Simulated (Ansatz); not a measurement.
```xyz
8

O     0.375    0.478   -1.583
Ti    0.046    0.261    0.161
O    -1.724    0.360    0.427
O     0.645   -1.328    0.723
F     0.879    1.523    1.077
H     1.044    0.957   -2.073
H    -2.298   -0.166    0.986
H     1.033   -2.084    0.283
```

Charge 0, multiplicity 1.

(1) List the CAM-B3LYP/def2-TZVPP orbital energies in eV (the Gaussian-basis code of Ansatz). (Best estimate.)

## Answers

(1) The calculation gave: Occupied: -4871.39, -672.88, -545.88, -522.81, -522.80, -522.61, -456.42, -456.41, -456.39, -68.85, -44.78, -44.68, -44.61, -32.86, -29.04, -28.84, -28.70, -15.85, -15.74, -15.55, -13.94, -13.45, -13.33, -12.23, -11.94, -11.61, -11.27, -10.96, -10.83. Lowest empty: -0.47, -0.37, 0.34, 0.43, 0.66, 0.86, 2.01, 2.24.
